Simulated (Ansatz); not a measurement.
One change: `OBOCO` becomes `OCOB[SeH]`.

Ansatz, PBE0-D4/def2-TZVP geometries, multiplicity 1. Each molecule was computed in one conformer, which needn't be the lowest.

Scalar relativity is left out up to krypton. Spin–orbit coupling is left out; it splits and shifts lone-pair levels of the heavy atoms by tenths of an eV.

```json
{"property": "LUMO energy (B3LYP/def2-TZVPP) / eV", "`OBOCO`": "0.48"}
{"property": "HOMO–LUMO gap (PBE/def2-TZVPP) / eV", "`OBOCO`": "6.76"}
{"property": "HOMO energy (B3LYP/def2-TZVPP) / eV", "`OBOCO`": "-8.43"}
{"property": "size of the dipole moment (ωB97M-V/def2-TZVPP) / D", "`OBOCO`": "0.71"}
{"property": "LUMO energy (PBE0/def2-TZVPP) / eV", "`OBOCO`": "0.76"}
{"property": "LUMO energy (PBE/def2-TZVPP) / eV", "`OBOCO`": "-0.21"}
```

(1) Give the same properties after the change, and the shifts. (An estimate is asked.)

Results:

(1) The calculation gave: 
```
                                          property  `OCOB[SeH]`  shift
               LUMO energy (B3LYP/def2-TZVPP) / eV        -0.55  -1.03
               HOMO–LUMO gap (PBE/def2-TZVPP) / eV         5.08  -1.68
               HOMO energy (B3LYP/def2-TZVPP) / eV        -7.24   1.19
size of the dipole moment (ωB97M-V/def2-TZVPP) / D         1.70   0.99
                LUMO energy (PBE0/def2-TZVPP) / eV        -0.34  -1.10
                 LUMO energy (PBE/def2-TZVPP) / eV        -1.26  -1.05
```

With PBE0 the HOMO rises by 1.20 eV and the LUMO falls by 1.10 eV, so the gap narrows by about 2.30 eV. PBE moves the HOMO by 0.63 eV and ωB97M-V by 1.51 eV. Dipoles are sizes alone; their direction can turn.

B3LYP here is the variant with VWN-RPA as its local correlation; programs differ in this.
